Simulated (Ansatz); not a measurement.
Question: Name a neutral molecule of Al, C, S, Si and H with LUMO energy (B3LYP/def2-TZVPP) between -1.00 and -0.70 eV and LUMO energy (PBE0/def2-TZVPP) between -0.60 and -0.30 eV (Ansatz, PBE0-D4/def2-TZVP geometry).

Answer: `CC[SiH]([AlH2])S` (-0.73 eV, -0.55 eV). Other molecules can fit too; these were computed, each in one conformer that needn't be the lowest.

B3LYP here is the variant with VWN-RPA as its local correlation; programs differ in this.
